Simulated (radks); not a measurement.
All-electron atom: Sc XIII in [He] 2s2 2p4.5 3d0.5 (fractional occupations, a model configuration). All-electron calculation, Dirac Kohn-Sham, LDA (Slater exchange, Perdew-Wang correlation), spin-unpolarised, spherical densities, finite nucleus; open shells fill j = l - 1/2 first; Fermi nuclear charge, rms radius 3.5459 fm. Program: a radial shooting solver on a logarithmic mesh with Libxc functionals.

Unscreened Slater integrals over Kohn-Sham orbitals (eV). Large and small components are both included. Empty in this configuration: 3s1/2.

integral          value
F0(3d3/2,3d3/2)  32.255
F2(3d3/2,3d3/2)  16.657
F0(3d3/2,2p3/2)  41.102
F2(3d3/2,2p3/2)  11.541
G1(3d3/2,2p3/2)  10.236
G3(3d3/2,2p3/2)  5.8808
F0(3d3/2,2p1/2)  41.126
G1(3d3/2,2p1/2)  10.126
F0(3d3/2,2s1/2)  40.730
G2(3d3/2,2s1/2)  9.3711
F0(3d3/2,3s1/2)  30.198
G2(3d3/2,3s1/2)  12.609
F0(2p3/2,2p3/2)  85.078
F2(2p3/2,2p3/2)  40.218
F0(2p3/2,2p1/2)  85.426
G2(2p3/2,2p1/2)  40.204
F0(2p3/2,2s1/2)  78.613
G1(2p3/2,2s1/2)  45.406
F0(2p3/2,3s1/2)  37.969
G1(2p3/2,3s1/2)  3.8334
F0(2p1/2,2p1/2)  85.778
F0(2p1/2,2s1/2)  78.871
G1(2p1/2,2s1/2)  45.321
F0(2p1/2,3s1/2)  38.014
G1(2p1/2,3s1/2)  3.8399
F0(2s1/2,2s1/2)  74.427
F0(2s1/2,3s1/2)  37.251
G0(2s1/2,3s1/2)  3.0505
F0(3s1/2,3s1/2)  28.951
